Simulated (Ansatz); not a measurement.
C$_{4}$H$_{5}$ (SMILES [CH2]C#CC), doublet, geometry from GFN2-xTB; B3LYP5/6-31G* (Ansatz, a first-principles code).

Ansatz was given this input:
Ansatz 0.2 input:
```yaml
crystal:
  periodic: [false, false, false]
  atoms:
    - {symbol: C, position_ang: [-0.01669866, -0.14473260, 2.05451619]}
    - {symbol: C, position_ang: [-0.00572650, -0.05021694, 0.70569704]}
    - {symbol: C, position_ang: [0.00420741, 0.03413279, -0.51310411]}
    - {symbol: C, position_ang: [0.01585773, 0.13725248, -1.95067878]}
    - {symbol: H, position_ang: [-0.94506085, -0.19981979, 2.59400011]}
    - {symbol: H, position_ang: [0.90273351, -0.16585290, 2.61141141]}
    - {symbol: H, position_ang: [-0.00059800, 1.18728795, -2.25276024]}
    - {symbol: H, position_ang: [0.91722312, -0.32377874, -2.35724285]}
    - {symbol: H, position_ang: [-0.86013765, -0.35645090, -2.37399048]}
basis:
  gaussian:
    orbitals: 6-31G*
hamiltonian:
  xc: b3lyp5
magnetization: {spin_polarized: true, initial_magnetization: 1}
```

Output, abridged:

```
Functional definition: B3LYP5
736 factors; integrals over basis functions are off by at most 8.6e-4 eV
mean field evaluation 1: about -4218.3920 eV, gradient 3.2e1 eV
mean field evaluation 2: about -4219.0601 eV, gradient 3.0e1 eV
mean field evaluation 4: about -4223.5461 eV, gradient 2.6e0 eV
mean field evaluation 8: about -4223.7819 eV, gradient 3.5e-1 eV
mean field evaluation 16: about -4223.7830 eV, gradient 2.0e-4 eV
mean field -4223.78298235 eV, -155.2211616186 hartree, gradient 2.4e-5 eV, S^2 0.769858; 0 other end points of the search recorded, 0 dependent functions left out
reference -4223.78316424 eV, -155.2211683029 hartree; 15, 14 occupied and 55, 56 virtual orbitals, 736 factors
Total energy: -4223.78316424 eV, -155.2211683029 hartree
```
